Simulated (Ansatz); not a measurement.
Geometry optimisation, RHF/def2-SVPD (Ansatz 0.2.0).

Input file:

```yaml
crystal:
  periodic: [false, false, false]
  atoms:
    - { symbol: Ge, position_ang: [0.315485, -0.486683, -0.351686] }
    - { symbol: H, position_ang: [-0.860481, -0.277757, 2.137883] }
    - { symbol: H, position_ang: [1.024396, -0.573133, -1.701079] }
    - { symbol: H, position_ang: [0.270122, 0.917883, 0.232155] }
    - { symbol: O, position_ang: [-1.298398, -1.123231, -0.664241] }
    - { symbol: H, position_ang: [-1.87886, -1.240335, 0.069562] }
    - { symbol: O, position_ang: [1.147165, -1.508811, 0.829803] }
    - { symbol: H, position_ang: [1.564115, -2.28833, 0.501329] }
    - { symbol: H, position_ang: [-0.378644, -0.783303, 2.267374] }
basis:
  gaussian: { orbitals: def2-SVPD }
hamiltonian:
  xc: hf
relax:
  f_tol: 0.03
  max_steps: 50
```

Command:

```bash
$ ansatz run input.yaml --threads 2 --pin off --max-ram 3072MiB --backend cpu --events-out ev --progress --plain --runs-dir out
```

Question: Where does it end, and by what steps?

Answer: The forces met the threshold. The force dipped under the threshold on the way, but the program's further checks kept it going. After 13 steps the energy has fallen by 0.216 eV; H2 moved furthest, 1.04 Å.

| step | energy less start (eV) | largest force component (eV/Å) | accepted |
| --- | --- | --- | --- |
| 0 | 0.0000 | 1.172 | yes |
| 1 | -0.1194 | 0.164 | yes |
| 2 | -0.1694 | 0.126 | yes |
| 3 | -0.1963 | 0.537 | yes |
| 4 | -0.2099 | 0.095 | yes |
| 5 | -0.2130 | 0.131 | yes |
| 6 | -0.2139 | 0.061 | yes |
| 7 | -0.2143 | 0.018 | yes |
| 8 | -0.2147 | 0.057 | yes |
| 9 | -0.2148 | 0.154 | yes |
| 10 | -0.2153 | 0.051 | yes |
| 11 | -0.2155 | 0.005 | yes |
| 12 | -0.2157 | 0.020 | yes |
| 13 | -0.2158 | 0.012 | yes |

```xyz
9
Properties=species:S:1:pos:R:3
Ge 0.464 -0.493 -0.654
H -1.356 -0.528 3.020
H 1.035 -0.769 -2.041
H 0.492 0.968 -0.218
O -1.186 -1.117 -0.709
H -1.710 -1.041 0.072
O 1.368 -1.352 0.598
H 1.489 -2.281 0.496
H -0.692 -0.750 2.758
```

Whether the end is a true minimum wasn't checked by a vibrational analysis.

Run time: 48 s on 2 threads of Intel(R) Xeon(R) Platinum 8259CL CPU @ 2.50GHz (Skylake/Cascade Lake) (shared host), peak memory 0.32 GiB.
